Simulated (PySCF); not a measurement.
A run for PySCF: R-M06-2X/def2-TZVPP on H5NSiSn (SMILES [NH2][Sn][SiH3]), a point of a torsion scan. Elements past Kr take the def2 small-core potentials; no spin–orbit coupling.

```python
from pyscf import gto, dft

mol = gto.M(
    atom='''
    N     1.96023313    0.04281621    0.01372099
    Sn    0.50414907   -0.30601784    1.52338920
    Si   -1.37552541    0.90202281    0.13909442
    H     2.76589771    0.58832898    0.29742275
    H     2.34172665   -0.77768056   -0.44158005
    H    -1.19804363    2.36250051    0.01214681
    H    -1.54547289    0.45420927   -1.25513704
    H    -2.75700825    0.81000153    0.66510548
    ''',
    basis='def2-tzvpp',
    ecp={'Sn': 'def2-tzvpp'},
    charge=0, spin=0, verbose=4, max_memory=1800)
mf = dft.RKS(mol, xc='m062x').density_fit(auxbasis='def2-universal-jkfit')
mf.grids.level = 4
mf.conv_tol = 1e-9
mf.max_cycle = 150
mf.kernel()
mf.dip_moment()
```

Output:

```
PySCF version 2.14.0

[INPUT] verbose = 4
[INPUT] num. atoms = 8
[INPUT] num. electrons = 48
[INPUT] charge = 0
[INPUT] spin (= nelec alpha-beta = 2S) = 0
[INPUT] symmetry False subgroup None
[INPUT] Mole.unit = angstrom
[INPUT] Symbol           X                Y                Z      unit          X                Y                Z       unit  Magmom
[INPUT]  1 N      1.960233130000   0.042816210000   0.013720990000 AA    3.704303755999   0.080910910592   0.025928913258 Bohr   0.0
[INPUT]  2 Sn     0.504149070000  -0.306017840000   1.523389200000 AA    0.952703668254  -0.578289906831   2.878788369120 Bohr   0.0
[INPUT]  3 Si    -1.375525410000   0.902022810000   0.139094420000 AA   -2.599366302280   1.704576069011   0.262850359255 Bohr   0.0
[INPUT]  4 H      2.765897710000   0.588328980000   0.297422750000 AA    5.226789160462   1.111780643345   0.562047540715 Bohr   0.0
[INPUT]  5 H      2.341726650000  -0.777680560000  -0.441580050000 AA    4.425222027095  -1.469603270798  -0.834465356572 Bohr   0.0
[INPUT]  6 H     -1.198043630000   2.362500510000   0.012146810000 AA   -2.263974345980   4.464478933045   0.022954144187 Bohr   0.0
[INPUT]  7 H     -1.545472890000   0.454209270000  -1.255137040000 AA   -2.920520495040   0.858331123539  -2.371865254397 Bohr   0.0
[INPUT]  8 H     -2.757008250000   0.810001530000   0.665105480000 AA   -5.209990515666   1.530681052179   1.256867201147 Bohr   0.0

nuclear repulsion = 164.130545422723
number of shells = 71
number of NR pGTOs = 280
number of NR cGTOs = 193
basis = def2-tzvpp
ecp = {'Sn': 'def2-tzvpp'}


******** <class 'pyscf.df.df_jk.DFRKS'> ********
method = DFRKS
initial guess = minao
damping factor = 0
level_shift factor = 0
DIIS = <class 'pyscf.scf.diis.CDIIS'>
diis_start_cycle = 1
diis_space = 8
diis_damp = 0
SCF conv_tol = 1e-09
SCF conv_tol_grad = None
SCF max_cycles = 150
direct_scf = False
XC library pyscf.dft.libxc version 7.1.2
    S. Lehtola, C. Steigemann, M. J. T. Oliveira, and M. A. L. Marques,  SoftwareX 7, 1–5 (2018)
XC functionals = m062x
    Y. Zhao and D. G. Truhlar,  Theor. Chem. Acc. 120, 215 (2008)
    Y. Zhao and D. G. Truhlar,  Theor. Chem. Acc. 120, 215 (2008)
radial grids:
    Treutler-Ahlrichs [JCP 102, 346 (1995); DOI:10.1063/1.469408] (M4) radial grids

becke partition: Becke, JCP 88, 2547 (1988); DOI:10.1063/1.454033
pruning grids: <function nwchem_prune>
grids dens level: 4
symmetrized grids: False
atomic radii adjust function: <function treutler_atomic_radii_adjust>
small_rho_cutoff = 0
Set gradient conv threshold to 3.16228e-05
Initial guess from minao.
tot grids = 167464
******** <class 'pyscf.df.df.DF'> ********
auxbasis = def2-universal-jkfit
init E= -524.357975631417
  HOMO = -0.572019272719857  LUMO = -0.553998839057841  gap/eV = 0.49036
cycle= 1 E= -559.515048056745  delta_E= -35.2  |g|= 2.76  |ddm|= 30.9
  HOMO = -0.0757011406317286  LUMO = -0.065657078025729  gap/eV = 0.27331
cycle= 2 E= -550.540771589552  delta_E= 8.97  |g|= 6.73  |ddm|= 18.4
  HOMO = -0.164224990669501  LUMO = -0.0533319003817126  gap/eV = 3.01755
cycle= 3 E= -561.364672624178  delta_E= -10.8  |g|= 0.638  |ddm|= 16.9
  HOMO = -0.203285267150238  LUMO = -0.0783096917374896  gap/eV = 3.40076
cycle= 4 E= -561.40601466976  delta_E= -0.0413  |g|= 0.369  |ddm|= 0.806
  HOMO = -0.243705771239457  LUMO = -0.0828720278688858  gap/eV = 4.37651
cycle= 5 E= -561.437852288967  delta_E= -0.0318  |g|= 0.105  |ddm|= 0.386
  HOMO = -0.24719247562205  LUMO = -0.0898722913903289  gap/eV = 4.28090
cycle= 6 E= -561.440673709138  delta_E= -0.00282  |g|= 0.0376  |ddm|= 0.177
  HOMO = -0.249825672424092  LUMO = -0.0888106847131418  gap/eV = 4.38144
cycle= 7 E= -561.441005619075  delta_E= -0.000332  |g|= 0.00906  |ddm|= 0.0388
  HOMO = -0.248161754058401  LUMO = -0.0868889126420004  gap/eV = 4.38846
cycle= 8 E= -561.441035865023  delta_E= -3.02e-05  |g|= 0.00284  |ddm|= 0.0141
  HOMO = -0.248061644674087  LUMO = -0.0867402350068029  gap/eV = 4.38978
cycle= 9 E= -561.441039724242  delta_E= -3.86e-06  |g|= 0.000753  |ddm|= 0.00519
  HOMO = -0.248107949253451  LUMO = -0.0868009619726599  gap/eV = 4.38939
cycle= 10 E= -561.441040256183  delta_E= -5.32e-07  |g|= 0.00046  |ddm|= 0.00237
  HOMO = -0.248116821655899  LUMO = -0.0868134426828627  gap/eV = 4.38929
cycle= 11 E= -561.44104036737  delta_E= -1.11e-07  |g|= 0.000148  |ddm|= 0.000744
  HOMO = -0.24811840037825  LUMO = -0.0868170224718505  gap/eV = 4.38923
cycle= 12 E= -561.441040421536  delta_E= -5.42e-08  |g|= 9.04e-05  |ddm|= 0.000789
  HOMO = -0.248116014006827  LUMO = -0.0868144477469067  gap/eV = 4.38924
cycle= 13 E= -561.441040437773  delta_E= -1.62e-08  |g|= 4.15e-05  |ddm|= 0.000444
  HOMO = -0.248117035240766  LUMO = -0.0868161043612854  gap/eV = 4.38922
cycle= 14 E= -561.441040441943  delta_E= -4.17e-09  |g|= 1.46e-05  |ddm|= 0.000277
  HOMO = -0.24811728612615  LUMO = -0.0868170157994976  gap/eV = 4.38920
cycle= 15 E= -561.441040442336  delta_E= -3.93e-10  |g|= 5.66e-06  |ddm|= 9.57e-05
  HOMO = -0.248117083321531  LUMO = -0.086816141157517  gap/eV = 4.38922
Extra cycle  E= -561.441040442349  delta_E= -1.28e-11  |g|= 5.41e-06  |ddm|= 1.39e-05
converged SCF energy = -561.441040442349
Dipole moment(X, Y, Z, Debye):  1.45811, -1.27389,  1.54445
```

The run converged.

Cost: around 40 core-seconds (rough).
